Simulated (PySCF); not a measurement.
## Mn²⁺: ionisation energy

Mn²⁺ [Ar] 3d5 (6S) → Mn³⁺ [Ar] 3d4 (5D), as a difference of total energies. Calculation: PySCF 2.14, in x2c-TZVPPall with one added diffuse shell each of s, p, d, f type (7s6p5d3f1g, 80 functions); the spin-free X2C one-electron Hamiltonian (Gaussian nucleus). Correlated levels: valence: [Ar] frozen. The calculations carry no spin-orbit coupling.

```json
{"method": "UHF", "ionisation energy (eV)": "32.355"}
{"method": "MP2 (valence)", "ionisation energy (eV)": "33.184"}
{"method": "SCS-MP2 (valence)", "ionisation energy (eV)": "32.631"}
{"method": "CCSD (valence)", "ionisation energy (eV)": "33.210"}
{"method": "CCSD(T) (valence)", "ionisation energy (eV)": "33.225"}
```

**Question.** How much does correlation contribute at CCSD(T) (valence)?

**Answer.** 33.225 − (32.355) = 0.870 eV, measured against UHF.

The reference lies between the lowest fine-structure levels, while these numbers refer to the centres of the terms.

Errors of the correlated levels include the incompleteness of this basis and the frozen core.

For comparison: 33.668 ± 0.012 eV (measured; NIST Atomic Spectra Database, ionization energies).
